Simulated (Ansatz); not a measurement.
`C=C1N[SiH]1N` + HCl → `C=C1N[SiH]1Cl` + NH₃ at 298.15 K and 1 bar (ligand exchange at the Si–N bond).

Isolated molecules relaxed with PBE0-D4/def2-TZVP in Ansatz; ΔE leaves out vibrations. CBS: MP2 limit from def2 TZ/QZ plus the TZ coupled-cluster correction, frozen cores. This one scheme is used for every species. One conformer a species, not always the lowest.

| species | CCSD(T)/CBS energy (Eh) | H − E (kJ/mol) | S (J/(mol·K)) |
| --- | --- | --- | --- |
| `C=C1N[SiH]1N` | -478.17866 | 234.7 | 333.3 |
| HCl | -460.38127 | 26.6 | 186.8 |
| `C=C1N[SiH]1Cl` | -882.06220 | 168.8 | 329.5 |
| NH₃ | -56.50880 | 100.5 | 192.4 |

H − E and S are ideal-gas, rigid-rotor, harmonic terms from PBE0-D4/def2-TZVP, for one conformer and one mirror image of each species. 1 Eh = 2625.50 kJ/mol, R = 8.31446 J/(mol·K).

**Question.** By hand: ΔE, ΔH, ΔS and ΔG.

**Answer.** ΔE = (-882.06220) + (-56.50880) − (-478.17866) − (-460.38127) = -0.01107 Eh = -29.1 kJ/mol. Δ(H − E) = 168.8 + 100.5 − 234.7 − 26.6 = 8.0, so ΔH = -21.1 kJ/mol. ΔS = 329.5 + 192.4 − 333.3 − 186.8 = 1.8 J/(mol·K). ΔG = -21.1 − 298.15 × (1.8)/1000 = -21.6 kJ/mol.

**Question.** By hand: the equilibrium constant, and the temperature at which ΔG would vanish if ΔH and ΔS stayed fixed.

**Answer.** log₁₀ K = −ΔG/(RT ln 10) = 3.8. ΔH and −TΔS have one sign here, so there is no such temperature. One of them is within its doubt of zero, so this could turn.

The number of gas molecules stays the same, so ΔS is small and ΔH decides. A doubt of 5 kJ/mol in ΔE shifts log₁₀ K by 0.9 here. Other conformers and mirror images would add mixing entropy, several J/(mol·K) or more a flexible species. These are equilibria of isolated gas molecules and say nothing of rates. Largest T1 diagnostic: 0.013 (customary marks: 0.02 for closed shells, 0.045 for open ones).
